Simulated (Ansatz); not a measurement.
Species: C$_{6}$H$_{13}$ (charge 0, doublet). It need not be the lowest isomer of its formula. SMILES: CCC[C](C)C
Coordinates optimised at B3LYP-D3(BJ)/def2-TZVP (Ansatz, an electronic-structure program):
```
C
H 1 1.0959
H 1 1.0959 2 106.76
C 1 1.4924 2 109.93 3 -119.20
C 4 1.4902 1 119.22 2 158.86
H 5 1.0925 4 111.74 1 -34.63
H 5 1.0937 6 108.30 4 123.34
H 5 1.1026 6 106.70 7 113.88
C 4 1.4902 5 118.38 6 165.69
H 9 1.0925 4 111.74 5 -165.69
H 9 1.0937 10 108.30 4 -123.34
H 9 1.1026 10 106.70 11 -113.88
C 1 1.5442 2 108.07 3 116.03
H 13 1.0938 1 109.02 2 64.51
H 13 1.0938 14 106.43 1 -117.46
C 13 1.5253 14 109.79 15 -118.76
H 16 1.0917 13 111.52 14 58.34
H 16 1.0927 17 107.78 13 122.10
H 16 1.0927 17 107.78 18 115.79
```
Charge 0, spin multiplicity 2.

Wanted: atomisation energy (electronic, to ground-state atoms), in eV. Cores are frozen in the correlated levels unless marked. Open shells are spin-unrestricted. No spin-orbit coupling. Non-relativistic. The coupled-cluster limit lacks core correlation, which all-electron functionals hold. CBS(X,Y): correlation extrapolated as X^-3; Hartree-Fock from the larger set. The bracket is a focal-point correction in the basis named.

| level | program | atomisation energy (eV) |
|---|---|---|
| HF/STO-3G | Ansatz | 74.44 |
| SVWN5/def2-TZVPD | Ansatz | 87.61 |
| B3LYP-D4/def2-TZVPD | Ansatz + dftd4 | 77.62 |
| PBE0/6-31G* | Ansatz | 78.20 |
| PBE0/def2-TZVP | Ansatz | 77.83 |
| PBE0/def2-TZVPD | Ansatz | 77.84 |
| BHLYP-D3(BJ)/def2-TZVPD | Ansatz + dftd3 | 76.17 |
| CAM-B3LYP/def2-TZVPD | Ansatz | 77.60 |
| RPA@PBE/cc-pVTZ | Ansatz | 72.87 |
| SCS-MP2/6-31G | Ansatz | 67.98 |
| CCSD/STO-3G | Ansatz | 81.84 |
| CCSD(T)/6-31G* | Ansatz | 71.24 |
| CCSD(T)/cc-pwCVTZ | Ansatz | 75.90 |
| RI-MP2/CBS(cc-pVTZ,cc-pVQZ)+[CCSD(T)-MP2]/cc-pVDZ | Ansatz | 77.50 |
| RI-MP2/CBS(cc-pVTZ,cc-pVQZ)+[CCSD(T)-MP2]/cc-pVTZ | Ansatz | 77.46 |
